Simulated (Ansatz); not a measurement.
One change: `Cl[SiH2][SiH]1CO1` becomes `S[SiH]1CO1`.

Ansatz, PBE0-D4/def2-TZVP geometries, multiplicity 1. Each molecule was computed in one conformer, which needn't be the lowest.

| property | `Cl[SiH2][SiH]1CO1` |
| --- | --- |
| LUMO energy (ωB97M-V/def2-TZVPP) / eV | 0.42 |
| size of the dipole moment (ωB97M-V/def2-TZVPP) / D | 0.63 |
| HOMO energy (B3LYP/def2-TZVPP) / eV | -7.48 |
| HOMO–LUMO gap (ωB97M-V/def2-TZVPP) / eV | 10.31 |
| HOMO–LUMO gap (PBE0/def2-TZVPP) / eV | 6.32 |
| HOMO energy (ωB97M-V/def2-TZVPP) / eV | -9.89 |

(1) What does the change do to each property? (An estimate is asked.)

## Answers

(1) Ansatz gave: 
| property | `S[SiH]1CO1` | shift |
| --- | --- | --- |
| LUMO energy (ωB97M-V/def2-TZVPP) / eV | 1.60 | 1.18 |
| size of the dipole moment (ωB97M-V/def2-TZVPP) / D | 2.01 | 1.38 |
| HOMO energy (B3LYP/def2-TZVPP) / eV | -7.25 | 0.23 |
| HOMO–LUMO gap (ωB97M-V/def2-TZVPP) / eV | 11.28 | 0.97 |
| HOMO–LUMO gap (PBE0/def2-TZVPP) / eV | 7.31 | 0.99 |
| HOMO energy (ωB97M-V/def2-TZVPP) / eV | -9.69 | 0.20 |

With PBE0 the HOMO rises by 0.23 eV and the LUMO rises by 1.21 eV, so the gap widens by about 0.98 eV. PBE moves the HOMO by 0.28 eV and ωB97M-V by 0.20 eV. Dipoles are sizes alone; their direction can turn.

B3LYP here is the variant with VWN-RPA as its local correlation; programs differ in this.
